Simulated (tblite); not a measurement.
Compound: C3H9NOSi2.
Z-matrix (Å and degrees, GFN2-xTB geometry), rows numbered from 1:
```
O 
C   1  1.2082
N   2  1.3348  1  121.30
Si  3  1.7644  2  113.09  1    -0.05
C   4  1.9169  3  107.07  2  -169.86
Si  5  1.9169  4   91.70  3   109.53
C   4  1.9094  3  112.65  2   -74.44
H   2  1.1044  1  122.71  3   179.99
H   3  1.0056  2  120.21  1   179.99
H   4  1.4580  3  107.74  2    62.81
H   5  1.0852  4  112.56  3  -134.25
H   5  1.0861  4  116.91  3   -10.55
H   6  1.4641  5  114.85  4   119.81
H   6  1.4660  5  114.06  4  -112.05
H   7  1.0856  4  113.57  3   138.71
H   7  1.0862  4  115.23  3    15.62
```

Level: GFN2-xTB in tblite, geometry and Hessian alike; calculated harmonic values, unscaled, isolated species. The method is semi-empirical: single wavenumbers can be off by several per cent or more. Modes of hydrogen on silicon can be 10 to 20 % off. One conformer, not necessarily the lowest.

Harmonic wavenumbers (cm⁻¹): 44.1, 72.3, 96.1, 160.1, 182.3, 280.6, 357.4, 435.8, 485.7, 526.0, 551.1, 607.9, 608.4, 618.6, 637.2, 684.7, 702.3, 718.7, 755.3, 769.6, 793.5, 816.2, 908.9, 937.6, 955.0, 1083.0, 1088.5, 1138.8, 1338.2, 1376.2, 1453.9, 1469.7, 1733.5, 2226.2, 2246.7, 2306.5, 2787.7, 3014.8, 3020.0, 3030.6, 3033.0, 3480.6.

A = 4133, B = 1085, C = 986.7 MHz; mass 131.022 u (most abundant isotopes); point group C1, symmetry number 1.

Question: What is the zero-point energy?

Answer: Half the sum of the wavenumbers: 24767 cm⁻¹ = 296.27 kJ/mol.

Question: Entropy at 350 K, 1 bar (ideal gas, RRHO, classical rotation)?

Answer: Translation 172.99, rotation 121.98, vibration 134.48: S = 429.5 J/(mol K).

Question: And Cp and H(350 K) − H(0)?

Answer: Cp = 177.86 J/(mol K), of which vibrations give 144.60 (their classical limit is 42 R = 349.2); H(350 K) − H(0) = 36.53 kJ/mol without the zero-point energy, 24.89 from vibrations.

Question: Which modes carry the vibrational entropy at 350 K?

Answer: 44.1 cm⁻¹: 22.52; 72.3 cm⁻¹: 18.43; 96.1 cm⁻¹: 16.09; 160.1 cm⁻¹: 11.94; 182.3 cm⁻¹: 10.90; 280.6 cm⁻¹: 7.57 J/(mol K); the other 36 give 47.01 together.

Question: Blend soft modes into free rotors: weight 1/[1 + (100 cm⁻¹/ν̃)⁴] for the oscillator and the rest for a rotor with moment μB/(μ + B), μ = h/(8π²ν), B = 10⁻⁴⁴ kg m². What vibrational entropy results?

Answer: 122.72 J/(mol K) in place of 134.48, which changes −T·S at 350 K by +4.12 kJ/mol.

Question: How do the functions run with temperature in this model?

Answer: 
```json
{"T (K)": "150", "S (J/(mol K))": "319.5", "Cp (J/(mol K))": "91.1", "H − H(0) (kJ/mol)": "9.33", "G − H(0) (kJ/mol)": "-38.59", "ln q(vib)": "2.85"}
{"T (K)": "250", "S (J/(mol K))": "376.6", "Cp (J/(mol K))": "136.9", "H − H(0) (kJ/mol)": "20.71", "G − H(0) (kJ/mol)": "-73.44", "ln q(vib)": "5.20"}
{"T (K)": "298.15", "S (J/(mol K))": "402.6", "Cp (J/(mol K))": "157.8", "H − H(0) (kJ/mol)": "27.82", "G − H(0) (kJ/mol)": "-92.21", "ln q(vib)": "6.36"}
{"T (K)": "400", "S (J/(mol K))": "454.3", "Cp (J/(mol K))": "194.8", "H − H(0) (kJ/mol)": "45.85", "G − H(0) (kJ/mol)": "-135.88", "ln q(vib)": "8.85"}
{"T (K)": "600", "S (J/(mol K))": "543.6", "Cp (J/(mol K))": "244.8", "H − H(0) (kJ/mol)": "90.22", "G − H(0) (kJ/mol)": "-235.94", "ln q(vib)": "13.66"}
{"T (K)": "900", "S (J/(mol K))": "652.3", "Cp (J/(mol K))": "290.2", "H − H(0) (kJ/mol)": "171.08", "G − H(0) (kJ/mol)": "-415.95", "ln q(vib)": "20.33"}
```

q(vib) and H(0) count from the zero-point level.

Question: What must be added to the electronic energy to get the Gibbs energy at 350 K and 1 bar?

Answer: ZPE + [H(350 K) − H(0)] − T·S = 296.27 + 36.53 − 150.31 = 182.49 kJ/mol.

Hindered rotation and anharmonicity are outside this model. Other conformers, if any are populated, would add a mixing term that is left out. The structure is chiral; the term R ln 2 for an equal mix with its mirror image is left out.
